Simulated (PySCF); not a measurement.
How methods differ on the ionisation energy of Cd

Cd [Kr] 4d10 5s2 → Cd⁺ [Kr] 4d10 5s1 [5s1/2^1, M_J = 1/2], as a difference of total energies. All numbers are calculated (PySCF 2.14, the two-component X2C-1e Hamiltonian, in x2c-TZVPPall-2c (8s9p7d2f1g, 93 functions)). Correlated levels: [Ar] 3d10 frozen; the 6 highest virtual spinors dropped. "Screened" scales the spin-orbit matrix elements by Boettger's factors to mimic the two-electron term; Breit and QED terms are absent.

```
                    method  ionisation energy (eV)
           GHF (spin-free)                   7.331
          GMP2 (spin-free)                   8.815
 GHF (screened spin-orbit)                   7.333
GMP2 (screened spin-orbit)                   8.817
```

Task: How much does correlation contribute at GMP2 (screened spin-orbit)?

Result: 8.817 − (7.333) = 1.484 eV, measured against GHF (screened spin-orbit).

Errors of the correlated levels include the incompleteness of this basis and the frozen core.

MP2 underrates the near-degeneracy of ns² with np² in the lower species.

For comparison: 8.994 eV (measured; NIST Atomic Spectra Database, ionization energies).
